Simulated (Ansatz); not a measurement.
Relaxation of CH$_{5}$AlF$_{2}$ (9 atoms, charge 0, multiplicity 1), to a largest force component of 0.03 eV/Å in at most 50 steps.

All numbers below come from RKS LDA/STO-3G (Ansatz 0.2.0).

```xyz
9
Properties=species:S:1:pos:R:3:forces:R:3
Al -0.871 0.392 -0.552 0.80 0.08 0.08
H -0.678 -1.624 1.417 -1.23 -1.65 1.30
F -1.524 -0.510 -1.740 -0.01 0.00 0.01
F -1.921 1.360 0.229 -0.01 -0.01 0.00
H -0.310 -1.156 1.055 1.15 1.48 -1.15
C 1.031 0.382 -0.159 -0.75 0.07 -0.22
H 1.231 0.636 0.890 0.01 0.00 -0.01
H 1.483 -0.599 -0.360 0.00 0.01 0.00
H 1.560 1.118 -0.780 0.03 0.02 -0.01
```

Where does it end, and by what steps?

The forces met the threshold. The force dipped under the threshold on the way, but the program's further checks kept it going. Limits of this set-up: minimal basis. After 8 steps the energy has fallen by 0.108 eV; H5 moved furthest, 0.57 Å.

| step | energy less start (eV) | largest force component (eV/Å) | accepted |
| --- | --- | --- | --- |
| 0 | 0.0000 | 1.651 | yes |
| 1 | -0.0884 | 0.371 | yes |
| 2 | -0.0974 | 0.137 | yes |
| 3 | -0.1009 | 0.054 | yes |
| 4 | -0.1034 | 0.267 | yes |
| 5 | -0.1062 | 0.094 | yes |
| 6 | -0.1073 | 0.033 | yes |
| 7 | -0.1077 | 0.024 | yes |
| 8 | -0.1078 | 0.023 | yes |

```xyz
9
Properties=species:S:1:pos:R:3
Al -0.743 0.360 -0.494
H -0.902 -1.831 1.573
F -1.419 -0.610 -1.614
F -1.812 1.261 0.341
H -0.869 -1.290 1.062
C 1.136 0.503 -0.254
H 1.393 0.786 0.776
H 1.647 -0.444 -0.473
H 1.569 1.265 -0.916
```

Whether the end is a true minimum wasn't checked by a vibrational analysis.

Time of the run: 8.4 s on 1 thread of Intel(R) Xeon(R) Platinum 8375C CPU @ 2.90GHz (Ice Lake), on a shared host, peak memory 0.13 GiB.
